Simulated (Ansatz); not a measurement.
System: ZrCl$_{3}$, net charge 0, doublet state. The spin state was set by rule; other spins were not relaxed. 
Geometry from a B3LYP-D3(BJ)/def2-TZVP (Ansatz, a first-principles code) optimisation:
```
Zr
Cl 1 2.3436
Cl 1 2.3436 2 120.00
Cl 1 2.3436 2 120.00 3 180.00
```
Charge 0, spin multiplicity 2.

Basis-set convergence of Hartree-Fock and CCSD correlation energies (hartree) with Ansatz. Valence correlation only, unless marked. UHF or UKS for open shells. No spin-orbit coupling. Frozen are the shells of the preceding noble gas and the d and f shells that filled before the atom's block. Past Kr the def2 sets carry scalar-relativistic core potentials.

```
basis        functions        E(HF)  E(corr, CCSD)
-----------  ---------  -----------  -------------
def2-SVPD          115  -1424.85979       -0.53859
def2-TZVPPD        209            ?              ?
```

Fill in the missing entries.


- def2-TZVPPD, E(HF): -1425.32448
- def2-TZVPPD, E(corr, CCSD): -0.69801
